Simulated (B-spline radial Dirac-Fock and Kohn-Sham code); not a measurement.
## What relativity does to the binding energies of Tm¹⁶⁺

System: the Tm¹⁶⁺ ion, configuration 1s2 2s2 2p6 3s2 3p6 3d10 4s2 4p6 4d10 4f7.

Both columns are ΔSCF binding energies of the configuration average from a B-spline atomic structure program: non-relativistic Hartree-Fock with a point nucleus, and Dirac-Fock with a finite nucleus and the Coulomb interaction alone, averaged over the two j levels with weights 2j+1.

```tsv
shell	Hartree-Fock (eV)	Dirac-Fock (eV)	shift (eV)	shift (%)
1s	55895.9	60054.0	+4158.16	+7.44
2s	9456.3	10544.9	+1088.58	+11.51
2p	9029.6	9386.2	+356.55	+3.95
3s	2444.4	2709.0	+264.60	+10.82
3p	2250.2	2348.1	+97.85	+4.35
3d	1892.4	1878.7	-13.66	-0.72
4s	779.8	848.1	+68.25	+8.75
4p	698.8	724.1	+25.32	+3.62
4d	551.8	550.4	-1.43	-0.26
4f	370.7	365.1	-5.58	-1.51
```

Relativity binds 1s, 2s, 2p, 3s, 3p, 4s, 4p more strongly, among those listed most of all 2s in relative terms, and 3d, 4d, 4f more weakly, because the contracted s and p shells screen the nucleus better.

Values without a named source are computed, but for edge energies of neutral atoms, which are taken from tables.
